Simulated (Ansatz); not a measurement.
A set of 12 reactions (atomization), with CCSD(T)/CBS values in kJ/mol:

| reaction | ΔE |
| --- | --- |
| `BrB(Br)Br` → B• + 3 Br• | 1177.2 |
| `BC1=[CH][AlH][CH2]1` → Al• + B• + 3 C• + 6 H• | 4166.4 |
| `[SiH3][CH2][SbH2]` → C• + 7 H• + Sb• + Si• | 2970.4 |
| `CSC(C)(C)C` → 5 C• + 12 H• + S• | 6928.8 |
| `S[SiH2][GeH3]` → Ge• + 6 H• + S• + Si• | 2496.1 |
| `[SiH3]B1B[SiH2]1` → 2 B• + 6 H• + 2 Si• | 3056.0 |
| `CCOC#N` → 3 C• + 5 H• + N• + O• | 4146.9 |
| `CB(C)OC=O` → B• + 3 C• + 7 H• + 2 O• | 5470.2 |
| `N#Cc1ccccn1` → 6 C• + 4 H• + 2 N• | 5975.0 |
| `[OH][Sn][SH]` → 2 H• + O• + S• + Sn• | 1539.6 |
| `[SH][Ga][Cl]`• → Cl• + Ga• + H• + S• | 973.0 |
| `[CH3][Al]([SiH3])[SiH3]` → Al• + C• + 9 H• + 2 Si• | 3954.4 |

Program: Ansatz. Geometries: PBE0-D4/def2-TZVP. ΔE: electronic, gas phase. CBS: MP2 limit from def2 TZ/QZ plus the TZ coupled-cluster correction, frozen cores. This one scheme is used for every species, atoms too. Functionals use def2-TZVPP. Open shells (•) are unrestricted, without spin–orbit coupling. Spin–orbit coupling would lower the free atoms: a little for Al, B, C, Cl, O, S, Si; clearly for Br, Ga, Ge; strongly for Sn. Elements past krypton have def2 core potentials. For Br, Ga, Ge, Sb, Sn outer-core shells are correlated without core-valence functions, so the limit isn't a true one: a few kJ/mol of doubt a bond, and 10 to 20 or more in all where bonds break to atoms. Scalar relativity is left out up to krypton. Each species was taken in one conformer, which may not be the lowest.

Question: Give the mean, mean absolute and largest difference (level minus CCSD(T)/CBS, kJ/mol) for: PBE-D4, BLYP-D4, B97M-V, ωB97M-V, BLYP, r2SCAN, BHLYP, LC-ωPBE, HF/def2-SVP, CCSD(T)/def2-TZVPP, MP2/def2-QZVPP, SCS-MP2/def2-QZVPP, HF/CBS(def2), CCSD/CBS(def2). (Best estimate.)

Answer: Computed: 
| level | mean | mean absolute | largest |
| --- | --- | --- | --- |
| PBE-D4 | 78.7 | 93.2 | 340.0 |
| BLYP-D4 | -3.5 | 37.2 | 122.5 |
| B97M-V | 29.1 | 29.9 | 70.9 |
| ωB97M-V | 10.1 | 23.2 | 55.3 |
| BLYP | -51.4 | 62.2 | -139.5 |
| r2SCAN | 16.5 | 26.5 | 53.8 |
| BHLYP | -123.7 | 123.7 | -246.1 |
| LC-ωPBE | -19.1 | 36.7 | -66.2 |
| HF/def2-SVP | -940.9 | 940.9 | -1712.2 |
| CCSD(T)/def2-TZVPP | -91.0 | 91.0 | -165.5 |
| MP2/def2-QZVPP | 17.5 | 53.5 | 164.6 |
| SCS-MP2/def2-QZVPP | 6.4 | 22.6 | 84.6 |
| HF/CBS(def2) | -960.1 | 960.1 | -1802.3 |
| CCSD/CBS(def2) | -59.0 | 59.0 | -148.2 |

The largest T1 diagnostic in the set is 0.018, for Al• (customary mark 0.045).

CCSD(T)/CBS is a level of theory with its own doubt, and the functionals carry their triple-zeta basis error, so these figures describe this set and don't rank the functionals.
